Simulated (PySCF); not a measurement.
Job file and geometry (Å, from GFN2-xTB) of an NMR shielding run on `[SiH3]C(=C)B(O)O`, C2H7BO2Si, PySCF 2.14.0, density-fitted response routines, GIAO PBE0/pcSseg-1 NMR shielding, non-relativistic, gas phase; density fitting, a coarse starting grid and PySCF grid level 2 are the driver's defaults:

```
$ OMP_NUM_THREADS=1 python probes_run.py task.json out

{"job": {"kind": "nmr", "xc": "PBE0", "basis": "pcSseg-1"}, "charge": 0, "multiplicity": 1}
C     -0.275296     1.662025    -0.393761
C     -0.181738     0.369600    -0.089281
Si    -1.711241    -0.715009     0.140371
B      1.193423    -0.373436     0.091503
O      1.125884    -1.711267     0.269957
O      2.421308     0.216288     0.089840
H     -1.225505     2.160644    -0.516252
H      0.592230     2.295241    -0.543732
H     -2.892444     0.146878    -0.013503
H     -1.709427    -1.302705     1.481557
H     -1.738502    -1.765063    -0.879649
H      1.972314    -2.146261     0.380988
H      2.424605     1.163552    -0.035765
```

Problem. What does the program print?

Solution. 
```
coarse grid: 11400 points
cycle   1  E = -544.6626811399  dE =  6.459e-01  |g| = 8.575e-01  |ddm| = 3.142e+00
cycle   2  E = -544.5493906748  dE =  1.133e-01  |g| = 1.172e+00  |ddm| = 1.297e+00
cycle   3  E = -544.7972393145  dE = -2.478e-01  |g| = 9.045e-02  |ddm| = 8.058e-01
cycle   4  E = -544.7987480064  dE = -1.509e-03  |g| = 4.409e-02  |ddm| = 9.897e-02
cycle   5  E = -544.7992083005  dE = -4.603e-04  |g| = 1.392e-02  |ddm| = 4.196e-02
cycle   6  E = -544.7992518719  dE = -4.357e-05  |g| = 4.032e-03  |ddm| = 1.379e-02
cycle   7  E = -544.7992559920  dE = -4.120e-06  |g| = 5.558e-04  |ddm| = 3.752e-03
final grid: 105576 points
cycle   8  E = -544.8520345979  dE = -2.874e-05  |g| = 7.962e-03  |ddm| = 2.099e-02
cycle   9  E = -544.8520231069  dE =  1.149e-05  |g| = 1.109e-02  |ddm| = 1.300e-02
cycle  10  E = -544.8520478354  dE = -2.473e-05  |g| = 6.097e-04  |ddm| = 7.474e-03
cycle  11  E = -544.8520479043  dE = -6.895e-08  |g| = 1.812e-04  |ddm| = 5.697e-04
cycle  12  E = -544.8520479119  dE = -7.544e-09  |g| = 4.909e-05  |ddm| = 2.016e-04
cycle  13  E = -544.8520479124  dE = -4.959e-10  |g| = 2.556e-05  |ddm| = 7.100e-05
converged SCF energy = -544.8520479124

GIAO shielding tensors (ppm)
atom      isotropic    diamagn.    paramagn.     s11        s22        s33       span
  0 C       35.725     254.320    -218.594    -91.730     42.973    155.933    247.664
  1 C       37.449     265.921    -228.472    -67.469     -8.475    188.293    255.762
  2 Si     414.540     880.752    -466.212    365.146    416.123    462.352     97.206
  3 B       75.713     194.104    -118.392     62.666     73.257     91.215     28.548
  4 O      215.720     387.724    -172.004    124.529    248.666    273.967    149.438
  5 O      238.138     387.608    -149.470    125.106    275.102    314.206    189.100
  6 H       24.882      31.283      -6.401     21.936     23.807     28.902      6.966
  7 H       25.108      32.631      -7.524     21.808     24.485     29.030      7.221
  8 H       27.743      29.618      -1.875     24.591     26.399     32.238      7.648
  9 H       27.300      29.171      -1.871     24.041     26.258     31.600      7.559
 10 H       27.249      29.124      -1.875     24.023     26.138     31.584      7.561
 11 H       27.451      30.089      -2.638     21.496     23.558     37.299     15.803
 12 H       27.161      32.952      -5.791     19.812     24.705     36.965     17.153
```

Size and cost of the density-fitted run: 144 basis functions, 36 s wall time on 1 thread of an Intel Xeon, shared host; peak memory 0.7 GiB.
